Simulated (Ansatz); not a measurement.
A nudged elastic band was laid between two geometries of BrCl2F2H2OTa (9 atoms, charge 0, multiplicity 1).

These are results of RHF/def2-SVP (Ansatz 0.2.0), not measurements.

| Quantity | Value |
| --- | --- |
| movable images | 7 |
| climbing image | yes |
| spring | 5.0 eV/Å² |
| optimiser | quadratic models (default) |
| start path | through a guess of the saddle point |
| force threshold | 0.03 eV/Å |
| iteration limit | 60 |
| end points | relaxed |

First end point:

```xyz
9
Properties=species:S:1:pos:R:3
Ta -0.199 0.078 -0.035
F 1.613 0.517 -0.272
F 0.366 -0.647 1.601
Cl -0.417 0.315 -2.371
O -1.010 1.597 0.541
H -1.499 2.370 0.774
Cl -1.875 -1.564 -0.050
Br 1.760 -2.777 -0.947
H 2.906 -1.957 -0.902
```

Last end point:

```xyz
9
Properties=species:S:1:pos:R:3
Ta -0.322 -0.564 -0.135
F 1.921 0.390 -0.243
F 0.383 -0.962 1.559
Cl -0.418 0.114 -2.400
O -0.660 1.169 0.392
H -0.573 2.108 0.443
Cl -2.370 -1.545 0.094
Br 1.129 -2.544 -0.918
H 2.556 -0.233 -0.454
```

Task: What changes between the two ends?

Result: Bonds broken: Br8–H9. Bonds formed: F2–H9.

Task: What energy profile does the band end with?

Result: The forces met the threshold. The highest image is number 4 of 0 to 8, 22.9 kcal/mol above the first end and 16.4 kcal/mol above the last; the last end lies 6.5 kcal/mol above the first. A vibrational analysis at the climbing image gives one clearly imaginary mode, 1326i cm⁻¹: a first-order saddle point. The orbitals stay closed-shell, which can raise the energy where a bond breaks towards radicals; this wasn't checked here.

| image | path coordinate (Å) | energy (kcal/mol) | Br8–H9 (Å) | F2–H9 (Å) |
| --- | --- | --- | --- | --- |
| 0 | 0.00 | 0.0 | 1.41 | 2.86 |
| 1 | 0.43 | 0.4 | 1.41 | 2.51 |
| 2 | 0.86 | 2.6 | 1.41 | 2.13 |
| 3 | 1.29 | 9.7 | 1.44 | 1.71 |
| 4 | 1.71 | 22.9 | 1.66 | 1.19 |
| 5 | 2.05 | 14.7 | 1.99 | 0.97 |
| 6 | 2.39 | 9.0 | 2.30 | 0.93 |
| 7 | 2.73 | 7.0 | 2.60 | 0.92 |
| 8 | 3.07 | 6.5 | 2.76 | 0.91 |

Task: What is the geometry of the highest image?

Result: 
```xyz
9
Properties=species:S:1:pos:R:3:forces:R:3
Ta -0.164 -0.279 -0.112 0.00 0.00 0.00
F 1.835 0.241 -0.319 0.00 0.00 0.00
F 0.439 -0.827 1.574 0.00 0.00 0.00
Cl -0.329 0.181 -2.412 0.00 0.00 0.00
O -0.792 1.330 0.445 0.00 0.00 0.01
H -1.108 2.185 0.694 0.00 0.00 -0.01
Cl -2.033 -1.620 -0.023 0.00 0.00 0.00
Br 1.629 -2.411 -0.895 0.00 0.00 0.00
H 2.167 -0.868 -0.614 0.00 0.00 0.00
```

Task: What are the harmonic wavenumbers there?

Result: 1326i, 63, 106, 127, 145, 155, 164, 192, 209, 258, 331, 375, 398, 410, 420, 564, 698, 854, 889, 1395, 4212 cm⁻¹.

The run took 16 min on 4 threads of Arm Neoverse N1 (shared host), peak memory 0.54 GiB.
